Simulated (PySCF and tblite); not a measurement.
Values are calculated unless marked as measured or tabulated.
4 diastereomers of C2H8ClF3S4Si4, numbered alike:

```
isomer                                                                                                    SMILES  descriptors (one enantiomer)
     A  [CH3:1][Si@@:2]1([F:3])[S:4][Si@H:5]([F:6])[S:7][Si@@H:8]([Cl:9])[S:10][Si@:11]([CH3:12])([F:13])[S:14]1               2R, 5S, 8R, 11R
     B   [CH3:1][Si@:2]1([F:3])[S:4][Si@@H:5]([F:6])[S:7][Si@H:8]([Cl:9])[S:10][Si@:11]([CH3:12])([F:13])[S:14]1               2S, 5R, 8S, 11R
     C    [CH3:1][Si@:2]1([F:3])[S:4][Si@H:5]([F:6])[S:7][Si@H:8]([Cl:9])[S:10][Si@:11]([CH3:12])([F:13])[S:14]1               2S, 5S, 8S, 11R
     D  [CH3:1][Si@@:2]1([F:3])[S:4][Si@@H:5]([F:6])[S:7][Si@H:8]([Cl:9])[S:10][Si@:11]([CH3:12])([F:13])[S:14]1               2R, 5R, 8S, 11R
```

Protocol: conformer search, at most 3 conformers an isomer, GFN2-xTB geometries, energies PBE0/6-31G* (D3(BJ) added where defined), weights at 298.15 K with GFN2-xTB thermal terms. Programs: PySCF with density fitting and tblite.

Task: Rank the isomers by free energy at 298.15 K.

Result: 
```json
{"isomer": "A", "ΔG (kcal/mol)": "0.0", "ΔE, lowest conformer": "0.0", "conformers": "3", "largest weight %": "70", "rms dipole (D)": "1.82"}
{"isomer": "B", "ΔG (kcal/mol)": "0.3", "ΔE, lowest conformer": "0.2", "conformers": "3", "largest weight %": "83", "rms dipole (D)": "2.23"}
{"isomer": "D", "ΔG (kcal/mol)": "0.3", "ΔE, lowest conformer": "0.5", "conformers": "3", "largest weight %": "42", "rms dipole (D)": "2.25"}
{"isomer": "C", "ΔG (kcal/mol)": "0.5", "ΔE, lowest conformer": "0.3", "conformers": "3", "largest weight %": "66", "rms dipole (D)": "2.18"}
```

ΔG is for one enantiomer.

Task: If they could interconvert freely, what would the mixture hold (chiral isomers as racemates)?

Result: A 39 %, B 23 %, D 22 %, C 16 %. A racemate gains RT ln 2.

The conformer set may be incomplete (the search or the number kept was capped).
